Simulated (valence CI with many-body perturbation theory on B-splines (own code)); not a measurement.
# Gd32+: calculated level list

Computed by relativistic CI+MBPT: four valence electrons over a frozen Dirac-Fock core [Ar] 3d10, a basis of 11 s, 11 p, 10 d, 8 f, 5 g, 2 h functions for each j, with the one-electron correlation potential Σ1, the two-electron term Σ2, the three-electron term Σ3, Breit, model QED; selected CI, second order for the rest, scaled by the run's own slope (own B-spline code, finite nucleus).

The last digits are not significant, and no measured levels were compared; by estimate large intervals hold to a few tenths of a per cent, small ones and those within an open d or f shell to about a per cent. Among the levels kept, up to 370 cm⁻¹ of a level comes from second order outside the variational space, and about a tenth of that is noise between levels of different J, which matters for small intervals.

Levels 136 to 180 of 186, with energies above the lowest level, (4s^2 4p1/2^2) J=0. "Leading %" is the weight of the configuration and term that name the level; weights of strongly mixed levels are sums over their largest components and can fall short, so below about 35 % the name and the second component can differ from the true leading terms, or belong to a minority configuration. In the jj column 3d3/2^4 stands for four electrons in 3d with j = 3/2. Lifetimes count E1, E2, E3, M1 and M2 decay at the calculated energies, and are blank where another channel may lead or the interval is too uncertain; long ones can be off by a factor of two.

| No. | Configuration | Term | J | E (Ry) | Leading % | Second component | Lifetime | g | Leading jj |
| --- | --- | --- | --- | --- | --- | --- | --- | --- | --- |
| 136 | 4s.4p.4d2 | 3S° | 1 | 29.596 | 16 | 15 % 4s.4p.4d2 5P° | 1.82 ps | 1.565 | 4s 4p1/2 4d3/2^2 (50 %) |
| 137 | 4p3.4d | 3F° | 2 | 29.607 | 37 | 21 % 4p3.4d 1D° | 2.64 ps | 0.983 | 4p1/2 4p3/2^2 4d3/2 (70 %) |
| 138 | 4p3.4d | 3D° | 3 | 29.623 | 16 | 10 % 4s.4p.4d2 5F° | 3.42 ps | 1.235 | 4s 4p1/2 4d3/2 4d5/2 (45 %) |
| 139 | 4p3.4d | 3F° | 4 | 29.703 | 34 | 27 % 4s.4p.4d2 5G° | 5.74 ps | 1.206 | 4p1/2 4p3/2^2 4d5/2 (46 %) |
| 140 | 4s.4p.4d2 | 5F° | 1 | 29.728 | 30 | 25 % 4s.4p.4d2 5P° | 1.65 ps | 1.161 | 4s 4p1/2 4d3/2^2 (46 %) |
| 141 | 4s.4p.4d2 | 5D° | 2 | 29.753 | 16 | 14 % 4p3.4d 3F° | 2.38 ps | 1.266 | 4p1/2 4p3/2^2 4d3/2 (37 %) |
| 142 | 4p3.4d | 3D° | 3 | 29.918 | 15 | 10 % 4p3.4d 1F° | 1.83 ps | 1.191 | 4p1/2 4p3/2^2 4d3/2 (39 %) |
| 143 | 4p3.4d | 1P° | 1 | 29.927 | 27 | 14 % 4s.4p.4d2 5P° | 2.08 ps | 1.216 | 4p1/2 4p3/2^2 4d5/2 (37 %) |
| 144 | 4s.4p.4d2 | 5F° | 2 | 30.055 | 19 | 10 % 4p3.4d 3P° | 1.54 ps | 1.221 | 4s 4p1/2 4d3/2 4d5/2 (31 %) |
| 145 | 4s.4p.4d2 | 3H° | 4 | 30.084 | 49 | 12 % 4s.4p2.4f 3H° | 9.07 ps | 0.918 | 4s 4p1/2 4d3/2 4d5/2 (52 %) |
| 146 | 4p3.4d | 3G° | 5 | 30.172 | 30 | 27 % 4s.4p.4d2 5G° | 5.55 ps | 1.229 | 4p1/2 4p3/2^2 4d5/2 (30 %) |
| 147 | 4p3.4d | 3P° | 0 | 30.173 | 47 | 23 % 4p3.4d 1S° | 3.38 ps |  | 4p1/2 4p3/2^2 4d5/2 (65 %) |
| 148 | 4s.4p.4d2 | 3G° | 3 | 30.255 | 38 | 10 % 4p3.4d 3D° | 3.94 ps | 0.954 | 4s 4p1/2 4d3/2 4d5/2 (41 %) |
| 149 | 4s.4p.4d2 | 3F° | 2 | 30.289 | 20 | 16 % 4p3.4d 3D° | 3.53 ps | 0.967 | 4p1/2 4p3/2^2 4d5/2 (27 %) |
| 150 | 4s.4p.4d2 | 5D° | 4 | 30.299 | 31 | 13 % 4s.4p2.4f 5D° | 4.05 ps | 1.331 | 4s 4p1/2 4d5/2^2 (45 %) |
| 151 | 4p3.4d | 3P° | 1 | 30.321 | 40 | 15 % 4p3.4d 3D° | 2.26 ps | 1.151 | 4p1/2 4p3/2^2 4d5/2 (40 %) |
| 152 | 4s.4p.4d2 | 5D° | 3 | 30.396 | 29 | 13 % 4s.4p.4d2 5F° | 1.68 ps | 1.329 | 4s 4p1/2 4d3/2 4d5/2 (69 %) |
| 153 | 4p3.4d | 3F° | 2 | 30.406 | 16 | 11 % 4s.4p.4d2 3F° | 2.98 ps | 0.919 | 4s 4p1/2 4d3/2 4d5/2 (40 %) |
| 154 | 4p3.4d | 1P° | 1 | 30.474 | 26 | 16 % 4p3.4d 3S° | 1.67 ps | 1.130 | 4p1/2 4p3/2^2 4d3/2 (37 %) |
| 155 | 4p3.4d | 3D° | 2 | 30.501 | 28 | 13 % 4p3.4d 3P° | 3.49 ps | 1.248 | 4p1/2 4p3/2^2 4d5/2 (62 %) |
| 156 | 4s.4p2.4f | 5G° | 5 | 30.523 | 27 | 15 % 4p3.4d 3G° | 8.97 ps | 1.198 | 4s 4p1/2 4p3/2 4f7/2 (53 %) |
| 157 | 4s.4p2.4f | 5F° | 1 | 30.570 | 36 | 10 % 4p3.4d 3S° | 2.32 ps | 0.774 | 4s 4p1/2 4p3/2 4f5/2 (54 %) |
| 158 | 4s.4p2.4f | 5F° | 2 | 30.582 | 24 | 12 % 4s.4p2.4f 5G° | 2.41 ps | 1.121 | 4s 4p1/2 4p3/2 4f5/2 (57 %) |
| 159 | 4p3.4d | 3F° | 3 | 30.596 | 18 | 10 % 4s.4p2.4f 1F° | 3.52 ps | 1.012 | 4p1/2 4p3/2^2 4d5/2 (35 %) |
| 160 | 4s.4p2.4f | 5G° | 3 | 30.618 | 29 | 14 % 4s.4p2.4f 5D° | 2.37 ps | 1.122 | 4s 4p1/2 4p3/2 4f5/2 (49 %) |
| 161 | 4s.4p.4d2 | 3F° | 4 | 30.620 | 19 | 10 % 4s.4p2.4f 3F° | 2.58 ps | 1.185 | 4s 4p1/2 4d3/2 4d5/2 (45 %) |
| 162 | 4s.4p.4d2 | 5D° | 2 | 30.643 | 23 | 20 % 4s.4p.4d2 5P° | 1.60 ps | 1.586 | 4s 4p1/2 4d3/2 4d5/2 (70 %) |
| 163 | 4s.4p2.4f | 5G° | 4 | 30.657 | 41 | 12 % 4s.4p.4d2 5F° | 2.27 ps | 1.234 | 4s 4p1/2 4p3/2 4f5/2 (42 %) |
| 164 | 4s.4p2.4f | 5F° | 5 | 30.682 | 25 | 19 % 4s.4p2.4f 5G° | 3.83 ps | 1.260 | 4s 4p1/2 4p3/2 4f7/2 (52 %) |
| 165 | 4s.4p.4d2 | 3D° | 1 | 30.701 | 21 | 18 % 4s.4p2.4f 5F° | 2.60 ps | 0.836 | 4s 4p1/2 4d5/2^2 (20 %) |
| 166 | 4s.4p2.4f | 5F° | 2 | 30.743 | 17 | 16 % 4p3.4d 3P° | 2.50 ps | 1.133 | 4p1/2 4p3/2^2 4d5/2 (39 %) |
| 167 | 4p3.4d | 1F° | 3 | 30.810 | 27 | 9 % 4p3.4d 3D° | 3.58 ps | 1.152 | 4p1/2 4p3/2^2 4d5/2 (59 %) |
| 168 | 4s.4p2.4f | 5F° | 1 | 30.832 | 18 | 16 % 4p3.4d 3D° | 1.72 ps | 0.683 | 4p1/2 4p3/2^2 4d3/2 (36 %) |
| 169 | 4s.4p2.4f | 5G° | 6 | 30.899 | 46 | 43 % 4s.4p2.4f 3H° | 9.84 ps | 1.247 | 4s 4p1/2 4p3/2 4f7/2 (87 %) |
| 170 | 4s.4p2.4f | 5D° | 3 | 30.963 | 11 | 8 % 4s.4p.4d2 3F° | 2.81 ps | 1.120 | 4s 4p1/2 4p3/2 4f7/2 (25 %) |
| 171 | 4s.4p.4d2 | 3D° | 2 | 30.964 | 16 | 12 % 4p3.4d 3P° | 2.57 ps | 1.299 | 4s 4p1/2 4d5/2^2 (42 %) |
| 172 | 4s.4p2.4f | 3G° | 5 | 31.002 | 39 | 28 % 4s.4p2.4f 5F° | 3.20 ps | 1.243 | 4s 4p1/2 4p3/2 4f7/2 (54 %) |
| 173 | 4s.4p.4d2 | 3G° | 3 | 31.002 | 18 | 11 % 4s.4p2.4f 3G° | 1.96 ps | 0.995 | 4s 4p1/2 4p3/2 4f5/2 (24 %) |
| 174 | 4s.4p2.4f | 3G° | 4 | 31.063 | 36 | 17 % 4s.4p2.4f 5D° | 2.38 ps | 1.226 | 4s 4p1/2 4p3/2 4f5/2 (54 %) |
| 175 | 4s.4p.4d2 | 3P° | 0 | 31.094 | 56 | 18 % 4s.4p.4d2 1S° | 1.69 ps |  | 4s 4p1/2 4d3/2 4d5/2 (51 %) |
| 176 | 4s.4p2.4f | 3F° | 3 | 31.114 | 33 | 23 % 4s.4p2.4f 5F° | 2.88 ps | 1.198 | 4s 4p1/2 4p3/2 4f5/2 (55 %) |
| 177 | 4s.4p2.4f | 5D° | 2 | 31.132 | 32 | 13 % 4s.4p2.4f 3F° | 2.87 ps | 1.170 | 4s 4p1/2 4p3/2 4f5/2 (54 %) |
| 178 | 4s.4p2.4f | 5D° | 1 | 31.166 | 45 | 24 % 4s.4p2.4f 3P° | 3.55 ps | 1.242 | 4s 4p1/2 4p3/2 4f5/2 (76 %) |
| 179 | 4s.4p2.4f | 5D° | 0 | 31.168 | 52 | 35 % 4s.4p2.4f 3P° | 3.82 ps |  | 4s 4p1/2 4p3/2 4f5/2 (80 %) |
| 180 | 4s.4p.4d2 | 3F° | 2 | 31.233 | 16 | 8 % 4s.4p.4d2 1D° | 1.65 ps | 1.018 | 4s 4p1/2 4d3/2 4d5/2 (32 %) |

Where two levels of one J and parity lie close, their mixing, g and order are uncertain.
